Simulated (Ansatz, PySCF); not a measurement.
Reaction R1 → P1 + P2, each structure at its B3LYP-D3(BJ)/def2-SVP stationary point, reached from a drawn start (curvature not checked).
R1, Cl2Y (SMILES [Cl][Y][Cl]) (charge 0, multiplicity 2, Z-matrix in Å and degrees):
```
Y
Cl 1 2.4357
Cl 1 2.4357 2 128.09
```
P1, ClY (SMILES [Cl][Y]) (charge 0, multiplicity 1):
```xyz
2

Y     -0.009    -0.018    -1.196
Cl     0.009     0.018     1.196
```
P2: Cl atom, charge 0, multiplicity 2.

```csv
level,reaction energy (kcal/mol),cost
HF/def2-TZVPP,101.45,-
HF/def2-QZVPP,102.00,-
SVWN5/def2-TZVPP,126.75,×0.8
PBE/def2-TZVPP,117.75,×1
BLYP/def2-TZVPP,111.04,×2
B3LYP/def2-TZVPP,112.39,×0.7
PBE0/def2-TZVPP,117.44,×0.6
M06-2X/def2-TZVPP,114.75,-
wB97X-V/def2-TZVPP,117.21,×4
MP2/def2-SVP,115.61,-
MP2/def2-TZVPP,117.69,-
MP2/def2-QZVPP,120.10,-
SCS-MP2/def2-TZVPP,112.34,-
SCS-MP2/def2-QZVPP,114.89,-
CCSD/def2-SVP,107.68,-
CCSD/def2-TZVPP,108.11,-
CCSD/def2-QZVPP,110.86,-
CCSD(T)/def2-SVP,108.68,×0.7
CCSD(T)/def2-TZVPP,109.80,×3
CCSD(T)/def2-QZVPP,112.69,×10
```

P less R. No zero-point or thermal terms; singlets are restricted closed shells; open shells are unrestricted; no spin–orbit coupling. The spin states of the d-block species are the ones drawn and need not be the lowest.

Correlated levels freeze the cores.

Codes used: Ansatz (a first-principles code); PySCF for M06-2X. Each number belongs to the level named beside it. Elements past Kr take the def2 small-core potentials, without spin–orbit coupling.

Costs are rough ratios of core time to PBE/def2-TZVPP (about 16 s over the structures, on one shared machine); a dash marks a level with no comparable run of its own.
